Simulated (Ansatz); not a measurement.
`C[SiH2][O][ZnH]` → `[CH2]` (triplet) + `[SiH3][O][ZnH]` at 700 K and 1 bar (formal loss of a carbene).

Program: Ansatz. Geometries: PBE0-D4/def2-TZVP. ΔE: electronic, gas phase. CBS: MP2 limit from def2 TZ/QZ plus the TZ coupled-cluster correction, frozen cores. This one scheme is used for every species. Triplets are unrestricted, without spin–orbit coupling. For Zn outer-core shells are correlated without core-valence functions, which leaves a few kJ/mol of doubt a bond. Scalar relativity is left out up to krypton. One conformer a species, not always the lowest.

```
          species  CCSD(T)/CBS energy (Eh)  H − E (kJ/mol)  S (J/(mol·K))
`C[SiH2][O][ZnH]`              -2184.36423           245.8          476.1
`[CH2]` (triplet)                -39.09499            70.4          226.8
 `[SiH3][O][ZnH]`              -2145.08513           151.1          415.8
```

H − E and S are ideal-gas, rigid-rotor, harmonic terms from PBE0-D4/def2-TZVP, for one conformer and one mirror image of each species, with the whole ground term of open shells counted as degenerate. 1 Eh = 2625.50 kJ/mol, R = 8.31446 J/(mol·K).

Problem. By hand: ΔE, ΔH, ΔS and ΔG.

Solution. ΔE = (-39.09499) + (-2145.08513) − (-2184.36423) = 0.18411 Eh = 483.4 kJ/mol. Δ(H − E) = 70.4 + 151.1 − 245.8 = -24.3, so ΔH = 459.1 kJ/mol. ΔS = 226.8 + 415.8 − 476.1 = 166.5 J/(mol·K). ΔG = 459.1 − 700 × (166.5)/1000 = 342.6 kJ/mol.

Problem. By hand: the equilibrium constant, and the temperature at which ΔG would vanish if ΔH and ΔS stayed fixed.

Solution. log₁₀ K = −ΔG/(RT ln 10) = -25.6. ΔG = 0 at ΔH/ΔS = 2757 K, far beyond where these terms or the molecules hold.

The number of gas molecules changes by +1, which sets the sign of ΔS. A doubt of 5 kJ/mol in ΔE shifts log₁₀ K by 0.4 here. Other conformers and mirror images would add mixing entropy, several J/(mol·K) or more a flexible species. Modes under 60 cm⁻¹, often nearly free rotors, make the harmonic entropy too high. A triplet takes part, so the spin changes. These are equilibria of isolated gas molecules and say nothing of rates. Largest T1 diagnostic: 0.016 (customary marks: 0.02 for closed shells, 0.045 for open ones).
